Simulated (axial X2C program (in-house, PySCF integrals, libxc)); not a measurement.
**Spin–orbit effects along a row: molecules with H, MP2**

Calculated with an in-house relativistic program for diatomic molecules, spin-free (one-electron X2C) or two-component (2c: spin–orbit coupling with atomic mean-field Coulomb and Gaunt terms, which also bring small scalar terms), in Dyall basis sets with cores contracted in-house; open shells are unrestricted.

Basis sets: Ca dyall-cv3z, Cr dyall-cv3z, Cu dyall-cv3z, Ga dyall-cv3z, Ge dyall-cv3z, H dyall-v3z, K dyall-cv3z, Se dyall-cv3z. Frozen shells (counts by l): KH K 2s1p, H none, 10 electrons correlated; CaH Ca 2s1p, H none, 11 electrons correlated; CrH Cr 3s2p, H none, 7 electrons correlated; CuH Cu 3s2p, H none, 12 electrons correlated; GaH Ga 3s2p, H none, 14 electrons correlated; GeH Ge 3s2p, H none, 15 electrons correlated; SeH Se 3s2p1d, H none, 7 electrons correlated. Where the outer core of a metal is frozen, bonds come out longer and ionisation energies lower. Frozen cores can differ along the series, which adds to the trend.

```csv
molecule,spin-free state,Re (Å),ωe (cm⁻¹),De (eV),2c state,Re 2c (Å),ωe 2c (cm⁻¹),De 2c (eV)
KH,"M_S = 0, Λ = 0",2.227,1020.6,1.54,Ω = 0,2.227,1020.6,1.54
CaH,"M_S = 1/2, Λ = 0",2.002,1326.9,1.57,Ω = 1/2,2.002,1326.9,1.57
CrH,"M_S = 5/2, Λ = 0",1.586,1740.9,1.62,Ω = 5/2,1.585,1743.5,1.62
CuH,"M_S = 0, Λ = 0",1.420,2130.1,2.80,Ω = 0,1.420,2127.9,2.80
GaH,"M_S = 0, Λ = 0",1.645,1658.5,2.77,Ω = 0,1.645,1657.3,2.73
GeH,"M_S = 1/2, Λ = 1",1.570,1968.7,2.69,Ω = 1/2,1.571,1965.5,n/a
SeH,"M_S = 1/2, Λ = 1",1.460,2488.3,3.14,Ω = 3/2,1.461,2483.6,3.13
```

Each entry is the lowest single determinant of a limited PBE0 search at one distance. De goes to single-determinant-based atoms at the same level (for ions the charge split of lowest energy) and is withheld (n/a) where an atom does not fit its ground term or J level. Main or longest-lived isotopes. One determinant is a doubtful description, or other states lie close, for CrH; these need not be ground states, and all values refer to the states named. With several unpaired electrons the Ω given is that of one determinant, not necessarily of the lowest component.
